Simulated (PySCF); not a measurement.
# Magnetic susceptibility: `InChI=1S/C13H16/c1-12(9-13(10-12)7-8-13)11-5-3-2-4-6-11/h2-6H,7-10H2,1H3`

Molfile (atoms numbered from 1):
```
C13H16
     RDKit          3D

 29 31  0  0  0  0  0  0  0  0999 V2000
   -0.1333   -0.8373   -1.9108 C   0  0  0  0  0  0  0  0  0  0  0  0
   -0.1634   -0.2164   -0.5154 C   0  0  0  0  0  0  0  0  0  0  0  0
    1.2448   -0.0812   -0.0060 C   0  0  0  0  0  0  0  0  0  0  0  0
    1.9882    1.0620   -0.2725 C   0  0  0  0  0  0  0  0  0  0  0  0
    3.2959    1.1731    0.1646 C   0  0  0  0  0  0  0  0  0  0  0  0
    3.8828    0.1374    0.8706 C   0  0  0  0  0  0  0  0  0  0  0  0
    3.1551   -1.0107    1.1316 C   0  0  0  0  0  0  0  0  0  0  0  0
    1.8474   -1.1194    0.6938 C   0  0  0  0  0  0  0  0  0  0  0  0
   -1.1719   -0.9316    0.4169 C   0  0  0  0  0  0  0  0  0  0  0  0
   -2.1213    0.2380    0.2281 C   0  0  0  0  0  0  0  0  0  0  0  0
   -3.1702    0.7225    1.1730 C   0  0  0  0  0  0  0  0  0  0  0  0
   -3.5584    0.1562   -0.1652 C   0  0  0  0  0  0  0  0  0  0  0  0
   -1.0452    1.0553   -0.4640 C   0  0  0  0  0  0  0  0  0  0  0  0
    0.4393   -0.2092   -2.5907 H   0  0  0  0  0  0  0  0  0  0  0  0
   -1.1445   -0.9440   -2.2972 H   0  0  0  0  0  0  0  0  0  0  0  0
    0.3341   -1.8194   -1.8758 H   0  0  0  0  0  0  0  0  0  0  0  0
    1.5411    1.8712   -0.8314 H   0  0  0  0  0  0  0  0  0  0  0  0
    3.8598    2.0700   -0.0485 H   0  0  0  0  0  0  0  0  0  0  0  0
    4.9040    0.2226    1.2115 H   0  0  0  0  0  0  0  0  0  0  0  0
    3.6086   -1.8260    1.6767 H   0  0  0  0  0  0  0  0  0  0  0  0
    1.2899   -2.0231    0.8930 H   0  0  0  0  0  0  0  0  0  0  0  0
   -0.8199   -1.0241    1.4442 H   0  0  0  0  0  0  0  0  0  0  0  0
   -1.5299   -1.8996    0.0689 H   0  0  0  0  0  0  0  0  0  0  0  0
   -3.3754    0.1335    2.0548 H   0  0  0  0  0  0  0  0  0  0  0  0
   -3.2713    1.7869    1.3252 H   0  0  0  0  0  0  0  0  0  0  0  0
   -4.0306   -0.8151   -0.1900 H   0  0  0  0  0  0  0  0  0  0  0  0
   -3.9249    0.8375   -0.9192 H   0  0  0  0  0  0  0  0  0  0  0  0
   -0.6365    1.8381    0.1746 H   0  0  0  0  0  0  0  0  0  0  0  0
   -1.3140    1.4808   -1.4299 H   0  0  0  0  0  0  0  0  0  0  0  0
  1  2  1  0
  2  3  1  0
  3  4  2  0
  4  5  1  0
  5  6  2  0
  6  7  1  0
  7  8  2  0
  2  9  1  0
  9 10  1  0
 10 11  1  0
 11 12  1  0
 10 13  1  0
 13  2  1  0
  8  3  1  0
 12 10  1  0
  1 14  1  0
  1 15  1  0
  1 16  1  0
  4 17  1  0
  5 18  1  0
  6 19  1  0
  7 20  1  0
  8 21  1  0
  9 22  1  0
  9 23  1  0
 11 24  1  0
 11 25  1  0
 12 26  1  0
 12 27  1  0
 13 28  1  0
 13 29  1  0
M  END
```

Method used: GIAO BHandHLYP/pcSseg-1 magnetisability, rotational g tensor and spin-rotation constants, non-relativistic, gas phase (PySCF). Geometry: GFN2-xTB.

Q: How diamagnetic is it, and how anisotropic?

A: Isotropic -2195 × 10⁻³⁰ J/T², or -132.2 × 10⁻⁶ cm³/mol; principal values -2849, -1932, -1805 × 10⁻³⁰ J/T², anisotropy 986 × 10⁻³⁰ J/T² (root of half the summed squared differences of the principal values). The susceptibility is in cgs units.

Q: Split it along the inertial axes a, b, c into diamagnetic and paramagnetic parts about the centre of mass, with the quadrupole moment.

A: 
```
axis  χ (10⁻⁶ cm³/mol)  diamagnetic (10⁻⁶ cm³/mol)  paramagnetic (10⁻⁶ cm³/mol)  summed x² of all electrons (Å²)  quadrupole Θ (D Å)
   a            -115.7                      -827.9                        712.3                            578.9               +0.14
   b            -116.3                     -2864.1                       2747.8                             98.9               +6.02
   c            -164.6                     -2875.7                       2711.1                             96.2               -6.16
```
Anisotropies 2χaa − χbb − χcc = +49.6 and 2χbb − χaa − χcc = +47.6 × 10⁻⁶ cm³/mol. Θ is traceless in Buckingham's convention.

Q: And the rotational g tensor?

A: 
| axis | rotational constant (GHz) | g | nuclear part | electronic part |
| --- | --- | --- | --- | --- |
| a | 1.9534 | -0.0219 | 0.6318 | -0.6536 |
| b | 0.4464 | -0.0056 | 0.5707 | -0.5762 |
| c | 0.4442 | +0.0060 | 0.5718 | -0.5658 |

Asymmetric top; isotopes 12C, 1H; no vibrational averaging.
